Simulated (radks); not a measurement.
Task: Radial electron density D(r) = 4 pi r^2 rho(r) of an atom or ion with 64 electrons. Calculated with a radial shooting solver on a logarithmic mesh with Libxc functionals: non-relativistic Kohn-Sham, PBE, spin-unpolarised, spherical densities, point nucleus.

```
   r/bohr * D(r) (the largest magnitude, 119, reaches the edge; | marks zero)
 0.001821 |  *
 0.002119 |   *
 0.002467 |     *
 0.002872 |      *
 0.003344 |        *
 0.003893 |           *
 0.004496 |             *
 0.005234 |                 *
 0.006093 |                    *
 0.007093 |                        *
 0.008258 |                            *
 0.009613 |                                *
  0.01119 |                                   *
  0.01303 |                                      *
  0.01505 |                                       *
  0.01752 |                                       *
  0.02039 |                                      *
  0.02374 |                                     *
  0.02764 |                                    *
  0.03217 |                                    *
  0.03745 |                                      *
   0.0436 |                                          *
  0.05036 |                                               *
  0.05862 |                                                    *
  0.06825 |                                                      *
  0.07945 |                                                    *
  0.09249 |                                                *
   0.1077 |                                            *
   0.1254 |                                          *
   0.1459 |                                             *
   0.1685 |                                                *
   0.1962 |                                               *
   0.2284 |                                         *
   0.2659 |                               *
   0.3096 |                        *
   0.3604 |                      *
   0.4195 |                         *
   0.4884 |                           *
    0.564 |                        *
   0.6566 |                  *
   0.7644 |            *
   0.8899 |        *
    1.036 |      *
    1.206 |    *
    1.404 |   *
    1.635 |  *
    1.888 | *
    2.198 |*
    2.558 *
    2.978 *
    3.467 *
    4.036 *
    4.699 *
    5.471 *
    6.318 *
    7.355 *
```

What is the nuclear charge?

Result: Z = 68. The innermost maximum, from 1s, lies near 1/Z = 0.0147 bohr (found: 0.0164), and its height grows with Z. The density is that of the erbium ion Er4+ in [Kr] 4d10 4f10 5s1.75 5p6 6p0.25; the configuration itself is not fixed sharply by these data, and Z only to a few units. D(r) has 4 maxima, at r = 0.0164, 0.0688, 0.180, 0.485 bohr, and minima at 0.0295, 0.121, 0.346 bohr, inside which lie 1.96, 11.44, 29.76 electrons.
